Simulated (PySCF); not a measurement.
The same groups moved round the core (silole fluoro). Gas-phase values, no solvent. Strings in code marks are SMILES.

The four lowest singlet excitations (Tamm–Dancoff). All values below come from PBE0-D3(BJ)/def2-TZVP (PySCF). Excitations are Tamm–Dancoff values on a coarser integration grid. The basis has no diffuse functions, so Rydberg states are missing or too high.

```
state  energy (eV)  wavelength (nm)  oscillator strength
-----  -----------  ---------------  -------------------
S1            4.48              277                0.078
S2            5.61              221                0.000
S3            5.90              210                0.006
S4            6.39              194                0.010
```

Problem. Say which member gives these states.
A) `F[SiH]1C=CC=C1`
B) `FC1=C[SiH2]C=C1`
C) `FC1=CC=C[SiH2]1`

Solution. C, `FC1=CC=C[SiH2]1`
